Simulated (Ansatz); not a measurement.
Species: 3,3-dichlorosiletane, C3H6Cl2Si, charge 0, multiplicity 1. 
Structure (B3LYP-D3(BJ)/def2-TZVP (Ansatz, a first-principles code) minimum search):
SMILES: ClC1(Cl)C[SiH2]C1
```xyz
12

Cl    -0.1948     0.8677    -1.5574
C     -0.3034     0.0455     0.0547
Cl    -2.0123     0.1581     0.6352
C      0.7338     0.6708     1.0076
Si     1.9209    -0.7079     0.4516
C      0.2282    -1.3947    -0.0800
H      0.4251     0.4996     2.0400
H      0.9158     1.7295     0.8566
H      2.6324    -1.4447     1.5202
H      2.8572    -0.3641    -0.6368
H     -0.1892    -2.0098     0.7187
H      0.0354    -1.8672    -1.0371
```

Atomisation energy built up term by term with Ansatz (kcal/mol; UHF references for open shells; valence terms freeze the core; atomic spin-orbit terms are left out). Basis-set limits of correlation are two-point, X^-3; Hartree-Fock from the larger set.

```
term                                            basis  kcal/mol
-----------------------  ----------------------------  --------
Hartree-Fock                              cc-pV(Q+d)Z    753.61
CCSD correlation         CBS(cc-pV(T+d)Z,cc-pV(Q+d)Z)    260.70
(T)                      CBS(cc-pV(T+d)Z,cc-pV(Q+d)Z)     20.83
core correlation                            cc-pwCVTZ      3.64
scalar relativity (X2C)    cc-pVTZ-DK against cc-pVTZ     -1.50
sum: De                                                  1037.3
```

(T) makes 2.0 % of the CCSD(T) atomisation energy; under 5 % is typical of single-reference molecules.
